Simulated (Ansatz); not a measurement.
`F[SiH](F)Cl`, 5 atoms. The species carries charge 0 and has multiplicity 1. All runs use 2 threads of a server CPU on a shared host. Correlated methods freeze the cores. Open-shell runs search over several starts.

Task: How many basis functions does each run have, and how long does it take in Ansatz? UKS r2SCAN-D4/def2-TZVPP energy of the cation; UKS ωB97X-V/def2-TZVPP energy of the cation; RKS PBE0-D4/def2-TZVP relaxation (6 steps); RKS ωB97M-V/def2-SVP energy; RKS B3LYP-D4/def2-TZVPP energy and forces; UKS PBE0-D4/def2-TZVPP energy of the cation; UHF-MP2/def2-QZVPP energy of the cation; RKS PBE0-D4/def2-TZVP frequencies; RKS PBE0-D4/def2-QZVPP energy; RHF-MP2/def2-QZVPP energy; RKS BHLYP-D4/def2-TZVPP energy; RKS ωB97M-V/def2-QZVPP energy. (An estimate is asked.)

Result: The calculation gave: Other jobs shared the machine, so times are rough.

| level | job | functions | wall time | peak host memory (GiB) |
| --- | --- | --- | --- | --- |
| RKS BHLYP-D4/def2-TZVPP | energy | 160 | 3.6 s | 0.34 |
| RKS B3LYP-D4/def2-TZVPP | energy and forces | 160 | 4.8 s | 0.34 |
| RKS ωB97M-V/def2-SVP | energy | 69 | 7 s | 0.19 |
| RKS PBE0-D4/def2-QZVPP | energy | 284 | 10 s | 0.69 |
| RHF-MP2/def2-QZVPP | energy | 284 | 15 s | 0.86 |
| UKS PBE0-D4/def2-TZVPP | energy of the cation | 160 | 20 s | 0.62 |
| RKS ωB97M-V/def2-QZVPP | energy | 284 | 22 s | 0.81 |
| RKS PBE0-D4/def2-TZVP | relaxation (6 steps) | 142 | 26 s | 0.3 |
| RKS PBE0-D4/def2-TZVP | frequencies | 142 | 52 s | 0.3 |
| UKS ωB97X-V/def2-TZVPP | energy of the cation | 160 | 56 s | 0.76 |
| UKS r2SCAN-D4/def2-TZVPP | energy of the cation | 160 | 61 s | 0.44 |
| UHF-MP2/def2-QZVPP | energy of the cation | 284 | 120 s | 0.98 |

B3LYP here is the variant with VWN-RPA as its local correlation; programs differ in this.
